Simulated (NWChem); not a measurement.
# MgICl; SMILES [Mg]([Cl])[I]

All runs: NWChem. The geometry was optimised at PBE0/def2-SVP. def2 effective core potentials on I; no spin-orbit coupling. Level M06-L/def2-SVP: energy and gradient on several grids; changes count from the extra-fine grid, which is no exact limit either.

Which is the coarsest grid (xfine; medium; xcoarse; coarse; fine) from which on the energy stays within 500 μHa and each gradient component within 500 μHa/bohr of xfine?

coarse.
```json
[
 {"grid": "xcoarse", "size of the energy change (μHa)": "1000", "largest change of a gradient component (μHa/bohr)": "900"},
 {"grid": "coarse", "size of the energy change (μHa)": "< 10", "largest change of a gradient component (μHa/bohr)": "100"},
 {"grid": "medium", "size of the energy change (μHa)": "< 10", "largest change of a gradient component (μHa/bohr)": "< 30"},
 {"grid": "fine", "size of the energy change (μHa)": "< 10", "largest change of a gradient component (μHa/bohr)": "30"},
 {"grid": "xfine", "size of the energy change (μHa)": "< 10", "largest change of a gradient component (μHa/bohr)": "< 30"}
]
```
